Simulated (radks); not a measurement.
Species: La II. Configuration: [Xe] 4f2 (not the ground configuration). Method: scalar-relativistic Kohn-Sham, r2SCAN, spin-polarised, spherical densities, finite nucleus; open shells are filled with parallel spins first (spin-orbit coupling, left out, can overturn this in heavy ions); meta-GGA in the generalised Kohn-Sham scheme; Fermi nuclear charge, rms radius 4.855 fm; computed with a radial shooting solver on a logarithmic mesh with Libxc functionals. Some entries of the table are withheld. Estimate them.

| orbital | occ. | eigenvalue (eV) | <1/r> (bohr^-1) |
|---|---|---|---|
| 1s down | 1 | -38809.56 | 62.01 |
| 1s up | 1 | -38809.56 | 62.01 |
| 2s down | 1 | -6192.624 | 14.29 |
| 2s up | 1 | -6192.611 | 14.29 |
| 2p down | 3 | -5546.629 | 13.55 |
| 2p up | 3 | -5546.619 | 13.55 |
| 3s up | 1 | -1326.444 | 5.188 |
| 3s down | 1 | -1326.131 | 5.189 |
| 3p up | 3 | -1118.925 | 4.910 |
| 3p down | 3 | -1118.610 | 4.911 |
| 3d up | 5 | -821.1301 | 4.648 |
| 3d down | 5 | -820.8803 | 4.649 |
| 4s up | 1 | -266.7192 | 2.137 |
| 4s down | 1 | -265.6586 | 2.138 |
| 4p up | 3 | -199.1490 | 1.970 |
| 4p down | 3 | -198.0399 | 1.971 |
| 4d up | 5 | (1) | (2) |
| 4d down | 5 | (3) | (4) |
| 5s up | 1 | -40.3616 | 0.8154 |
| 5s down | 1 | -39.4686 | 0.8094 |
| 5p up | 3 | (5) | 0.6894 |
| 5p down | 3 | (6) | 0.6845 |
| 4f up | 2 | -2.3189 | 0.8166 |

Answer. 
(1) 4d up eigenvalue (eV): -101.1944
(2) 4d up <1/r> (bohr^-1): 1.704
(3) 4d down eigenvalue (eV): -100.0058
(4) 4d down <1/r> (bohr^-1): 1.706
(5) 5p up eigenvalue (eV): -24.4205
(6) 5p down eigenvalue (eV): -23.6582
